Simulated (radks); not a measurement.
Values are calculated unless marked as measured or tabulated.
Charge is removed step by step from the 6s down level of neutral samarium, starting from [Xe] 4f6 6s(up 1, down 1). Code: a radial shooting solver on a logarithmic mesh with Libxc functionals. Model: scalar-relativistic Kohn-Sham, r2SCAN, spin-polarised, spherical densities, finite nucleus; open shells are filled with parallel spins first (spin-orbit coupling, left out, can overturn this in heavy ions); meta-GGA in the generalised Kohn-Sham scheme; Fermi nuclear charge, rms radius 5.0819 fm.

removed (e)  E - E(0) (eV)  eigenvalue (eV)
0                    0.000           -3.442
0.125                0.460           -3.921
0.25                 0.980           -4.397
0.375                1.559           -4.864
0.5                  2.195           -5.316
0.625                2.886           -5.743
0.75                 3.628           -6.127
0.875                4.414           -6.442

The mean slope of the eigenvalue, de/dn, is 3.43 eV per electron.
